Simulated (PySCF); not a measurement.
One formula, H11NOSi4, several structures.

PySCF, CAM-B3LYP/def2-SVPD, density fitting, gas phase; each molecule at its own GFN2-xTB geometry, one conformer. Singlet excitations by full TDDFT with frozen cores and triplets by Tamm–Dancoff TDDFT. 

Torsions of the conformers computed, which needn't be the lowest (atom-mapped SMILES):
- `[NH2:1][Si:2]([SiH3:3])([SiH3:4])[SiH2:5][OH:6]`: N1–Si2–Si5–O6 172°, H–N1–Si2–Si3 55°, H–N1–Si2–Si3 -168°, H–O6–Si5–Si2 -62°
- `[OH:1][SiH2:2][SiH2:3][N:4]([SiH3:5])[SiH3:6]`: O1–Si2–Si3–N4 176°, Si2–Si3–N4–Si5 -105°, H–O1–Si2–Si3 180°
- `[SiH3:1][O:2][SiH2:3][NH:4][SiH2:5][SiH3:6]`: Si1–O2–Si3–N4 51°, O2–Si3–N4–Si5 31°, Si3–N4–Si5–Si6 42°
- `[NH2:1][SiH2:2][Si@@H:3]([OH:4])[SiH2:5][SiH3:6]`: N1–Si2–Si3–O4 -169°, Si2–Si3–Si5–Si6 -166°, H–N1–Si2–Si3 173°, H–N1–Si2–Si3 -50°, H–O4–Si3–Si2 -173°
- `[OH:1][SiH2:2][SiH2:3][NH:4][SiH2:5][SiH3:6]`: O1–Si2–Si3–N4 -68°, Si2–Si3–N4–Si5 -112°, Si3–N4–Si5–Si6 62°, H–O1–Si2–Si3 -177°
- `[SiH3:1][NH:2][Si@@H:3]([SiH3:4])[O:5][SiH3:6]`: Si1–N2–Si3–Si4 -151°, N2–Si3–O5–Si6 -24°
- `[NH2:1][Si:2]([SiH3:3])([SiH3:4])[O:5][SiH3:6]`: N1–Si2–O5–Si6 40°, H–N1–Si2–Si3 -69°, H–N1–Si2–Si3 152°
- `[SiH3:1][NH:2][SiH2:3][SiH2:4][O:5][SiH3:6]`: Si1–N2–Si3–Si4 40°, N2–Si3–Si4–O5 172°, Si3–Si4–O5–Si6 29°
- `[NH2:1][Si@H:2]([SiH3:3])[O:4][SiH2:5][SiH3:6]`: N1–Si2–O4–Si5 98°, Si2–O4–Si5–Si6 70°, H–N1–Si2–Si3 -58°, H–N1–Si2–Si3 162°
- `[SiH3:1][NH:2][SiH2:3][O:4][SiH2:5][SiH3:6]`: Si1–N2–Si3–O4 -177°, N2–Si3–O4–Si5 58°, Si3–O4–Si5–Si6 -31°
- `[NH2:1][SiH2:2][Si@@H:3]([SiH3:4])[SiH2:5][OH:6]`: N1–Si2–Si3–Si4 -128°, Si2–Si3–Si5–O6 -45°, H–N1–Si2–Si3 38°, H–N1–Si2–Si3 177°, H–O6–Si5–Si3 -175°
- `[NH2:1][Si@H:2]([OH:3])[SiH:4]([SiH3:5])[SiH3:6]`: N1–Si2–Si4–Si5 27°, H–N1–Si2–O3 -51°, H–N1–Si2–O3 171°, H–O3–Si2–N1 55°

Reference: `N[Si]([SiH3])([SiH3])[SiH2]O`, with HOMO energy -8.12 eV, LUMO energy -0.20 eV, lowest singlet excitation 4.67 eV, lowest triplet excitation 4.22 eV, mean polarisability 129.1 au and dipole moment 1.67 D.

Changes against it:

| molecule | Δ electronic energy (kcal/mol) | Δ HOMO energy (eV) | Δ LUMO energy (eV) | Δ lowest singlet excitation (eV) | Δ lowest triplet excitation (eV) | Δ mean polarisability (au) | Δ dipole moment (D) |
| --- | --- | --- | --- | --- | --- | --- | --- |
| O[SiH2][SiH2]N[SiH2][SiH3] | -9.6 | -0.11 | +0.49 | +0.72 | +0.76 | -8.1 | -0.21 |
| [SiH3]N[Si@@H]([SiH3])O[SiH3] | -35.2 | -0.54 | +0.76 | +1.37 | +1.29 | -13.5 | -0.81 |
| N[Si]([SiH3])([SiH3])O[SiH3] | -22.1 | -0.15 | +0.46 | +0.60 | +0.46 | -6.5 | -0.24 |
| [SiH3]N[SiH2][SiH2]O[SiH3] | -29.1 | -0.54 | +0.21 | +0.79 | +0.88 | -14.0 | -0.70 |
| N[Si@H]([SiH3])O[SiH2][SiH3] | -22.9 | -0.64 | +0.55 | +1.37 | +1.23 | -9.5 | -0.37 |
| [SiH3]N[SiH2]O[SiH2][SiH3] | -35.6 | -0.76 | +0.67 | +1.57 | +1.63 | -14.0 | -1.00 |
| N[SiH2][Si@@H]([SiH3])[SiH2]O | -5.0 | -0.49 | +0.15 | +0.95 | +1.07 | -1.4 | +0.23 |
| N[Si@H](O)[SiH]([SiH3])[SiH3] | -8.0 | -0.56 | +0.63 | +1.31 | +1.22 | -0.5 | +1.11 |

Rows whose labels were lost:

| row | Δ electronic energy (kcal/mol) | Δ HOMO energy (eV) | Δ LUMO energy (eV) | Δ lowest singlet excitation (eV) | Δ lowest triplet excitation (eV) | Δ mean polarisability (au) | Δ dipole moment (D) |
| --- | --- | --- | --- | --- | --- | --- | --- |
| P | -19.4 | -0.36 | +0.29 | +0.77 | +0.83 | -14.3 | -0.48 |
| Q | -0.1 | -0.57 | -0.01 | +0.73 | +0.61 | +1.2 | -0.50 |
| R | -37.3 | -0.59 | +0.78 | +1.31 | +1.37 | -15.0 | -0.57 |

Task: Which row belongs to which of `O[SiH2][SiH2]N([SiH3])[SiH3]`, `[SiH3]O[SiH2]N[SiH2][SiH3]` and `N[SiH2][Si@@H](O)[SiH2][SiH3]`?

Result: P = `O[SiH2][SiH2]N([SiH3])[SiH3]`, Q = `N[SiH2][Si@@H](O)[SiH2][SiH3]` and R = `[SiH3]O[SiH2]N[SiH2][SiH3]`. P and Q are told apart most clearly by the electronic energy (-19.4 against -0.1 kcal/mol); P and R are told apart most clearly by the electronic energy (-19.4 against -37.3 kcal/mol); Q and R are told apart most clearly by the electronic energy (-0.1 against -37.3 kcal/mol); R comes close to the labelled row of `[SiH3]N[Si@@H]([SiH3])O[SiH3]` in every column.

Task: Fit a straight line for the change of the lowest singlet excitation against that of the lowest triplet excitation over the labelled rows, and test it on P, Q and R.

Result: Over the 8 labelled rows the slope is 0.961 eV/eV, the intercept +0.06 eV, r = 0.96 and the standard error 0.11 eV. P: predicted +0.86, computed +0.77 eV; Q: predicted +0.65, computed +0.73 eV; R: predicted +1.38, computed +1.31 eV. The mean miss is 0.079 eV, against 0.3 eV for guessing the labelled rows' mean: the line carries over to these rows.
